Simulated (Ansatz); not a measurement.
Cost and result for the atomization energy of `[SiH3][O][Al]([SH])[SH]` (10 atoms, 9 bonds).

```xyz
10

Si    0.4174    1.1965   -1.3816
O     0.0263    0.0898   -0.2574
Al   -0.3228   -0.9189    1.0329
S    -0.8928   -2.9855    0.6924
S    -0.2166   -0.1965    3.0780
H     1.0582    2.3759   -0.7405
H    -0.8067    1.6424   -2.0970
H     1.3659    0.6065   -2.3620
H    -0.7845   -2.8420   -0.6404
H     0.1556    1.0317    2.6756
```

The species carries charge 0 and has multiplicity 1. Geometry: relaxed with PBE0-D4/def2-TZVP. It is one conformer, not always the lowest. Program: Ansatz. All runs use 4 threads of a server CPU on a shared host. Times are those of one run each, without the atoms' runs, and a repeat can differ threefold. Electronic energies, without spin–orbit coupling; frozen cores. CCSD(T)/CBS adds CCSD(T) − MP2 in def2-TZVPP to the MP2 limit, and its time is that of the two runs behind it. T1 = 0.012.

CCSD(T)/CBS is a level of theory with its own doubt, some kJ/mol a heavy atom from the limit and from the frozen cores, so smaller differences don't rank the functionals.

```csv
level,functions,wall time
revPBE-D4/def2-TZVPP,269,2.5 s
PBE-D4/def2-TZVPP (with forces),269,3 s
CCSD(T)/def2-SVP,111,4 s
PBE0-D4/def2-TZVPP,269,4.3 s
BHLYP-D4/def2-TZVPP,269,4.4 s
B2PLYP/def2-TZVPP,269,6.5 s
r2SCANh-D4/def2-TZVPP,269,7 s
PBE-QIDH/def2-TZVPP,269,7 s
ωB97X-V/def2-TZVPP,269,11 s
B97M-V/def2-TZVPP,269,12 s
MP2/def2-QZVPP,487,22 s
CCSD(T)/def2-TZVPP,269,2.6 min
CCSD(T)/CBS(def2),–,3 min
```

(1) What atomization energy does each give, and how far from CCSD(T)/CBS? (Estimate.)

Results:

(1) Computed: 
```
                          level  atomization (kJ/mol)  difference from CCSD(T)/CBS  per bond
           revPBE-D4/def2-TZVPP                3240.9                       -102.6     -11.4
PBE-D4/def2-TZVPP (with forces)                3312.6                        -30.9      -3.4
               CCSD(T)/def2-SVP                3063.1                       -280.4     -31.2
             PBE0-D4/def2-TZVPP                3278.7                        -64.8      -7.2
            BHLYP-D4/def2-TZVPP                3238.9                       -104.6     -11.6
              B2PLYP/def2-TZVPP                3271.8                        -71.7      -8.0
          r2SCANh-D4/def2-TZVPP                3320.6                        -22.9      -2.5
            PBE-QIDH/def2-TZVPP                3283.5                        -60.0      -6.7
             ωB97X-V/def2-TZVPP                3352.0                          8.5       0.9
              B97M-V/def2-TZVPP                3363.8                         20.3       2.3
                 MP2/def2-QZVPP                3351.9                          8.4       0.9
             CCSD(T)/def2-TZVPP                3238.1                       -105.4     -11.7
              CCSD(T)/CBS(def2)                3343.5                          0.0       0.0
```

At CCSD(T), def2-SVP lies −280.5 kJ/mol from the extrapolated value and def2-TZVPP −105.4 kJ/mol: correlation converges slowly with the basis, and small sets miss more of it in the bonded molecule than in its fragments. From PBE to PBE0 (25 % exact exchange), in def2-TZVPP and without D4, the atomization energy moves by −30.6 kJ/mol: exact exchange takes away binding that semilocal exchange gives to molecules. The D4 term adds +41.9 kJ/mol with B3LYP and +22.5 kJ/mol with PBE0; it sums over pairs of atoms, weighted by their polarisabilities, and B3LYP, whose exchange is more repulsive, gets the larger term.

B3LYP here is the variant with VWN-RPA as its local correlation; programs differ in this.
